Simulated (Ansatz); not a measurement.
Species: dihydroxysilane, sum formula H₄SiO₂, net charge 0, singlet state. 
Coordinates optimised at B3LYP-D3(BJ)/def2-TZVP (Ansatz, a quantum-chemistry and plane-wave program):
SMILES: O[SiH2]O
```xyz
7

Si    -0.2925    -0.2931     0.1712
O     -0.7095     1.2473    -0.2304
O      1.2327    -0.7182    -0.2769
H     -1.1896    -1.1614    -0.6019
H     -0.4295    -0.4631     1.6397
H     -0.4451     1.9714     0.3410
H      1.9733    -0.4760     0.2832
```
Charge 0, spin multiplicity 1.

Wanted: vertical triplet-singlet gap (E(triplet) - E(singlet); each state is the SCF solution reached for its spin; for the triplet the Hartree-Fock reference is unstable and T1 is 0.047), in eV. Valence correlation only, unless marked. Open shells are spin-unrestricted. Spin-orbit coupling is left out. No relativistic terms. 

| level | program | vertical triplet-singlet gap (eV) |
|---|---|---|
| RI-HF/aug-cc-pV(T+d)Z | Ansatz | 6.68 |
| PBE0/def2-TZVPD | Ansatz | 7.13 |
| RI-MP2/aug-cc-pV(T+d)Z | Ansatz | 8.18 |
| CCSD/aug-cc-pV(D+d)Z | Ansatz | 7.76 |
| CCSD/aug-cc-pV(Q+d)Z | Ansatz | 7.86 |
| CCSD(T)/aug-cc-pV(T+d)Z | Ansatz | 7.61 |
